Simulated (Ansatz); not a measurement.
# Molecular dynamics of Si₈H₃Cl

The input (input.yaml):

```yaml
crystal:
  lattice:
    - [7.67918, 0.0, 0.0]
    - [3.83959, 6.650365, 0.0]
    - [0.0, 0.0, 18.868765]
  atoms:
    - { symbol: H, position: [0.1666667, 0.1666667, 0.0529976] }
    - { symbol: H, position: [0.6666667, 0.1666667, 0.0529976] }
    - { symbol: H, position: [0.1666667, 0.6666667, 0.0529976] }
    - { symbol: H, position: [0.6666667, 0.6666667, 0.0529976] }
    - { symbol: Si, position: [0.1666667, 0.1666667, 0.1324941] }
    - { symbol: Si, position: [0.6666667, 0.1666667, 0.1324941] }
    - { symbol: Si, position: [0.1666667, 0.6666667, 0.1324941] }
    - { symbol: Si, position: [0.6666667, 0.6666667, 0.1324941] }
    - { symbol: Si, position: [-0.16659713, 0.33328332, 0.17250259] }
    - { symbol: Si, position: [0.3334432, 0.33325918, 0.1726141] }
    - { symbol: Si, position: [-0.16662871, 0.83337671, 0.17240411] }
    - { symbol: Si, position: [0.33329038, 0.83337862, 0.17234485] }
    - { symbol: Si, position: [-0.16694267, 0.33521401, 0.29670352] }
    - { symbol: Si, position: [0.33315642, 0.33495574, 0.29688635] }
    - { symbol: Si, position: [-0.16493003, 0.83144076, 0.29672544] }
    - { symbol: Si, position: [0.33497758, 0.83129956, 0.29664596] }
    - { symbol: Si, position: [0.00044603, 0.00072062, 0.33560672] }
    - { symbol: Si, position: [0.50058801, 0.0002485, 0.3356642] }
    - { symbol: Si, position: [0.00105949, 0.49921015, 0.33816023] }
    - { symbol: Si, position: [0.50114558, 0.49914155, 0.33815978] }
    - { symbol: H, position: [0.00040635, 0.49912093, 0.41778776] }
    - { symbol: H, position: [0.50093109, 0.49993092, 0.41777705] }
    - { symbol: Cl, position: [0.50192892, -0.00128919, 0.44622501] }
    - { symbol: Cl, position: [0.00034544, 0.00072237, 0.44592498] }
basis:
  ecutwfc: 420.0
kpoints:
  mp_grid: { grid: [2, 2, 1] }
hamiltonian:
  xc: pbesol
  pseudopotentials: { kind: paw, azcp: { folder: soft_1 } }
scf:
  occupations: { method: fermi_dirac, width: 0.02 }
  lower_state_search: "off"
  convergence: { dr2_threshold: 0.1 }
  max_iter: 87
md:
  timestep: 0.5
  n_steps: 150
  ensemble: nvt_langevin
  temperature: 700.0
  initial_velocities: maxwell_boltzmann
  seed: 436801
  friction: 0.05
  constraints: [{ sites: [0, 1, 2, 3, 4, 5, 6, 7] }]
```

Command:

```bash
$ ansatz run input.yaml --threads 1 --pin off --max-ram 3072MiB --backend cpu --events-out ev --progress --plain --runs-dir out
```

It starts from a partly relaxed structure (largest force component 0.08 eV/Å).

Output, in part (warnings, step lines):

```
WARN: F and its Harris–Foulkes estimate disagree by 1.66e-2 eV at the final density (on a DFT+U run the figure also counts the on-site term, by absolute value) — the energy may not be reliable. Consider tightening scf.convergence.
md step     0: t =     0.00 fs  T =   700.0 K  F+E_penalty+E_count = -12160.41732702 eV  E_kin = 1.447712 eV  (4 SCF iters)
md step     1: t =     0.50 fs  T =   726.4 K  F+E_penalty+E_count = -12160.43338370 eV  E_kin = 1.502232 eV  (2 SCF iters)
md step     2: t =     1.00 fs  T =   731.5 K  F+E_penalty+E_count = -12160.42641099 eV  E_kin = 1.512785 eV  (2 SCF iters)
md step     3: t =     1.50 fs  T =   796.6 K  F+E_penalty+E_count = -12160.41251062 eV  E_kin = 1.647586 eV  (2 SCF iters)
md step     4: t =     2.00 fs  T =   715.5 K  F+E_penalty+E_count = -12160.39129411 eV  E_kin = 1.479689 eV  (2 SCF iters)
md step     5: t =     2.50 fs  T =   639.1 K  F+E_penalty+E_count = -12160.36284625 eV  E_kin = 1.321716 eV  (2 SCF iters)
md step     6: t =     3.00 fs  T =   594.4 K  F+E_penalty+E_count = -12160.32566107 eV  E_kin = 1.229389 eV  (2 SCF iters)
md step     7: t =     3.50 fs  T =   586.1 K  F+E_penalty+E_count = -12160.28336766 eV  E_kin = 1.212151 eV  (2 SCF iters)
[... lines left out ...]
md step   150: t =    75.00 fs  T =   525.2 K  F+E_penalty+E_count = -12159.44195746 eV  E_kin = 1.086189 eV  (2 SCF iters)
```

The steps, from the saved trajectory:

```
time (fs)  T (K)  potential energy less start (eV)
      0.0    700                             0.000
      2.5    639                             0.054
      5.0    558                             0.265
      7.5    605                             0.318
     10.0    550                             0.478
     12.5    460                             0.721
     15.0    425                             0.872
     17.5    585                             0.919
     20.0    533                             0.957
     22.5    495                             0.949
     25.0    467                             0.921
     27.5    396                             0.827
     30.0    468                             0.707
     32.5    643                             0.641
     35.0    748                             0.584
     37.5    804                             0.458
     40.0    703                             0.505
     42.5    696                             0.576
     45.0    661                             0.673
     47.5    757                             0.832
     50.0    695                             1.041
     52.5    595                             1.160
     55.0    577                             1.144
     57.5    542                             1.173
     60.0    511                             1.145
     62.5    589                             1.037
     65.0    523                             0.991
     67.5    614                             0.991
     70.0    799                             0.912
     72.5    615                             0.936
     75.0    525                             0.975
```

All steps were run. A run of 0.075 ps of so small a system gives no equilibrium averages. The SCF threshold is loose, so the forces are noisy. Limits of this set-up: thin slab, slab without dipole correction, no dispersion correction for a molecule that may bind weakly, PAW files made for another functional.

Mean squared displacements from the first frame to the last: H 0.01 Å², Si 0.03 Å², Cl 0.08 Å².

Last frame:

```xyz
24
Lattice="7.6792 0.0000 0.0000 3.8396 6.6504 0.0000 0.0000 0.0000 18.8688" Properties=species:S:1:pos:R:3
H 1.920 1.108 1.000
H 5.759 1.108 1.000
H 3.840 4.434 1.000
H 7.679 4.434 1.000
Si 1.920 1.108 2.500
Si 5.759 1.108 2.500
Si 3.840 4.434 2.500
Si 7.679 4.434 2.500
Si -0.085 2.222 3.381
Si 3.846 2.152 3.235
Si 1.839 5.583 3.391
Si 5.785 5.556 3.126
Si 0.030 2.209 5.830
Si 3.801 1.985 5.505
Si 1.877 5.441 5.788
Si 5.548 5.349 5.484
Si 0.026 -0.022 6.439
Si 3.626 -0.142 6.267
Si 1.898 3.329 6.477
Si 5.682 3.181 6.436
H 2.014 3.484 7.994
H 5.741 3.325 7.976
Cl 3.721 0.171 8.393
Cl 0.214 -0.257 8.441
```

The run took 12 min on 1 thread of Arm Neoverse V2, with other jobs on the host, peak memory 1 GiB.
